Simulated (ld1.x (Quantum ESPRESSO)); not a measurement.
Before and after: TM potential for Pt

platinum, norm-conserving Troullier–Martins (Kleinman–Bylander form), made with ld1.x (Quantum ESPRESSO) 7.5 (LDA (PZ), scalar-relativistic). Core [Xe] 4f14, reference 5d9 6s0.5 6p0.5. Waves: 6s (bound): rc 2.15 bohr; 6p (bound): rc 3.65 bohr; 5d (bound): rc 1.25 bohr. Local part: all-electron potential smoothed inside 1.85 bohr (lloc = -1). Core correction: a·sin(br)/r model core inside 0.80 bohr.

All-electron outer shells of the reference configuration (LDA (PZ), scalar-relativistic, ld1.x):

```json
{"shell": "4f", "level (eV)": "-71.56", "outermost node (bohr)": "–", "outermost maximum (bohr)": "0.38"}
{"shell": "5p", "level (eV)": "-57.36", "outermost node (bohr)": "0.53", "outermost maximum (bohr)": "0.98"}
{"shell": "5d", "level (eV)": "-7.40", "outermost node (bohr)": "0.57", "outermost maximum (bohr)": "1.26"}
{"shell": "6s", "level (eV)": "-6.76", "outermost node (bohr)": "1.14", "outermost maximum (bohr)": "2.35"}
{"shell": "6p", "level (eV)": "-1.57", "outermost node (bohr)": "1.36", "outermost maximum (bohr)": "3.47"}
```

Change: wave 5d (bound): rc 1.25 bohr becomes 5d (bound): rc 1.62 bohr.

Cutoffs: the cutoffs (Ry, on a coarse ladder) from which the occupation-weighted sum of valence levels, in a spherical-Bessel basis at the reference potential, stays within 10 and 1 mRy of its value at 400 Ry; they do not see the model core or the augmentation charge, which bear on the density cutoff. Errors are all-electron minus pseudo energies relative to the spin-unpolarised reference configuration.

**Question.** What does the change do?

**Answer.** The potential gets softer (40 Ry and 70 Ry → 40 Ry and 60 Ry); both files keep a bound ghost (s); the errors of the 9 common tests hardly move. A larger radius leaves more room for a smooth pseudo-wave, so fewer plane waves are needed.

| quantity | base | changed |
| --- | --- | --- |
| cutoff, loose | 40 Ry | 40 Ry |
| cutoff, tight | 70 Ry | 60 Ry |
| bound ghosts | s | s |
| error for 5d9 6s1 6p0, meV [ΔE -2.54 eV] | +0.3 | +0.3 |
| error for 5d9 6s0 6p0, meV [ΔE 7.01 eV] | -10 | -10 |
| error for 5d8 6s0 6p0, meV [ΔE 27.26 eV] | -28 | -29 |
| error for 5d8 6s2 6p0, meV [ΔE -1.61 eV] | -53 | -54 |
| error for 5d8 6s1 6p0, meV [ΔE 8.88 eV] | -29 | -30 |
| error for 5d8 6s1 6p1, meV [ΔE 4.06 eV] | +14 | +13 |
| error for 5d6 6s0 6p0, meV [ΔE 105.72 eV] | -555 | -558 |
| error for 5d9 6s0.5 6p0.5 (spin-polarised), meV [ΔE -0.32 eV] | +6.2 | +5.9 |
| error for 5d9 6s1 6p0 (spin-polarised), meV [ΔE -2.92 eV] | +8.4 | +8.1 |
| s: phases at 3.95 bohr within 0.05 rad from the reference energy up to (Ry; the scan ends near 5) | 1.1 | 1.1 |
| p: phases at 3.95 bohr within 0.05 rad from the reference energy up to (Ry; the scan ends near 5) | 0.1 | 0.1 |
| d: phases at 3.95 bohr within 0.05 rad from the reference energy up to (Ry; the scan ends near 5) | 3.6 | 3.7 |

Base: These tests converged, but a pseudo level misses the all-electron one widely, so the file describes the atom poorly there or has found another state: 5d8 6s0 6p0: empty 6p by 2.7 eV (a node warning on the way). Changed file: These tests converged, but a pseudo level misses the all-electron one widely, so the file describes the atom poorly there or has found another state: 5d8 6s0 6p0: empty 6p by 2.7 eV (a node warning on the way). A true bound ghost makes a file unfit for plane-wave use even where its test errors are small: the radial tests pick states by their node count and pass the ghost by.
